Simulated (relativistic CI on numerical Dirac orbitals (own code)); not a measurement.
## Mn VI: q coefficients and field-shift factors

Computed by Dirac-Coulomb-Breit CI, orbitals from a KLI potential per configuration, valence Slater integrals scaled by 0.85, P86 correlation energy added to each configuration, derivatives by finite differences, QED left out (own radial code, finite nucleus).

CI space (outside the closed core [Ne] 3s2): 3p6 3d2, 3p6 3d 4s, 3p5 3d3, 3p6 3d 4p, 3p6 3d 4d, 3p6 3d 4f, 3p6 4s2. Double excitations out of closed p, d and f shells are left out; levels of such configurations are missing from the list, as are those of other unlisted configurations, and high levels can miss mixing partners.

With x = (α/α₀)² − 1 an excitation energy changes as ω = ω₀ + qx; K = 2q/ω₀ is the relative enhancement. Terms are leading LS components, so labels can repeat. The field-shift factor is F = δν/δ⟨r²⟩ for the transition from the lowest level.

Lowest level 3p6 3d2 3F_2.

```
          Level  ω₀ (cm⁻¹)  q (cm⁻¹)  F (GHz/fm²)
   3p6 3d2 3F_3        714     733.3      0.00367
   3p6 3d2 3F_4       1600      1597      0.00808
   3p6 3d2 1D_2      16059     732.8       0.0221
   3p6 3d2 3P_0      18656     451.2       0.0259
   3p6 3d2 3P_1      18917     737.4       0.0274
   3p6 3d2 3P_2      19453      1386       0.0305
   3p6 3d2 1G_4      24549     855.1       0.0355
   3p6 3d2 1S_0      58968     876.1        0.085
 3p6 3d 4s 3D_1     256189     -6014         2.96
 3p6 3d 4s 3D_2     256607     -5674         2.96
 3p6 3d 4s 3D_3     257448     -4772         2.97
 3p6 3d 4s 1D_2     261354     -5001         2.91
3p6 3d 4p 1D°_2     326280     -3702        0.993
3p6 3d 4p 3D°_1     327637     -3975        0.991
3p6 3d 4p 3D°_2     328342     -3209        0.994
3p6 3d 4p 3D°_3     329162     -2619        0.996
3p6 3d 4p 3F°_2     329583     -3657        0.994
3p6 3d 4p 3F°_3     330560     -2869        0.995
3p6 3d 4p 3F°_4     332009     -1627        0.999
3p6 3d 4p 3P°_1     335295     -3037        0.996
3p6 3d 4p 3P°_0     335379     -2843        0.994
3p6 3d 4p 3P°_2     335648     -2483            1
3p6 3d 4p 1F°_3     338350     -2611        0.998
```

At this charge configurations can still be misplaced by up to about 7 % of their energy.

**Question.** Which transition from the lowest level has the largest |K|?

**Answer.** 3p6 3d2 3F_3 at 714 cm⁻¹, K = 2.05.
